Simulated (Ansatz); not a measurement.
Computed with Ansatz on PBE0-D4/def2-TZVP structures; ΔE is electronic, products minus reactants. CCSD(T)/CBS adds triple-zeta CCSD(T) − MP2 to the extrapolated MP2 energy (def2 sets, frozen cores). Each species was taken in one conformer, which may not be the lowest.

Reaction (substitution at a C–Si bond): `C=C([SiH3])[SiH2]C` + `O[Si@@H](Cl)[Si@@H](O)Cl` → `CO[Si@H](Cl)[Si@H](O)Cl` + `C=C([SiH3])[SiH3]`

`C=C([SiH3])[SiH2]C`:

Cartesian coordinates in Å:
```
C 1.453 -0.845 1.272
C 0.371 -0.601 0.525
Si -1.318 -0.948 1.234
Si 0.579 0.085 -1.201
C -0.268 1.742 -1.383
H 1.388 -1.241 2.285
H 2.463 -0.664 0.907
H -2.053 -1.924 0.385
H -1.180 -1.494 2.612
H -2.134 0.297 1.283
H 2.040 0.208 -1.472
H -0.006 -0.872 -2.183
H 0.140 2.466 -0.674
H -0.132 2.136 -2.393
H -1.342 1.654 -1.198
```

`O[Si@@H](Cl)[Si@@H](O)Cl`:

Cartesian coordinates in Å:
```
O 1.538 -0.827 -1.254
Si 1.191 0.528 -0.406
Cl 0.790 2.127 -1.646
Si -0.769 0.145 0.818
O -1.558 -0.928 -0.147
Cl -0.330 -0.701 2.648
H 0.789 -1.314 -1.608
H 2.397 0.869 0.374
H -1.613 1.327 1.120
H -2.436 -1.225 0.101
```

`CO[Si@H](Cl)[Si@H](O)Cl`:

```xyz
13

C    -0.645    1.581   -1.580
O    -0.209    0.816   -0.472
Si   -0.096   -0.818   -0.456
Cl   -1.964   -1.675   -0.653
Si    0.788   -1.199    1.678
O     0.263    0.001    2.659
Cl    2.840   -1.170    1.463
H    -0.097    1.310   -2.488
H    -1.715    1.436   -1.753
H    -0.461    2.633   -1.359
H     0.688   -1.302   -1.620
H     0.434   -2.477    2.329
H     0.175    0.867    2.252
```

`C=C([SiH3])[SiH3]`:

Cartesian coordinates in Å:
```
C -1.124 0.803 0.892
C -0.210 0.150 0.167
Si -0.717 -0.653 -1.439
Si 1.550 0.058 0.779
H -0.880 1.289 1.835
H -2.164 0.886 0.579
H -0.452 -2.117 -1.396
H 0.065 -0.089 -2.572
H -2.167 -0.418 -1.672
H 1.662 0.789 2.069
H 2.479 0.660 -0.216
H 1.959 -1.359 0.974
```

```tsv
species	CCSD(T)/CBS(def2) energy (Eh)
`C=C([SiH3])[SiH2]C`	-698.32006
`O[Si@@H](Cl)[Si@@H](O)Cl`	-1650.67550
`CO[Si@H](Cl)[Si@H](O)Cl`	-1689.91660
`C=C([SiH3])[SiH3]`	-659.04239
```

(1) Work out ΔE.

Largest T1 diagnostic among the species: 0.012.

Answers

(1) ΔE = (-1689.91660) + (-659.04239) − (-698.32006) − (-1650.67550) = 0.03657 Eh = +96.0 kJ/mol.

In def2-TZVPP, CCSD(T) changes the Hartree–Fock value by +12.2 kJ/mol (the triples alone add +0.7 kJ/mol) and MP2 by +19.4 kJ/mol.
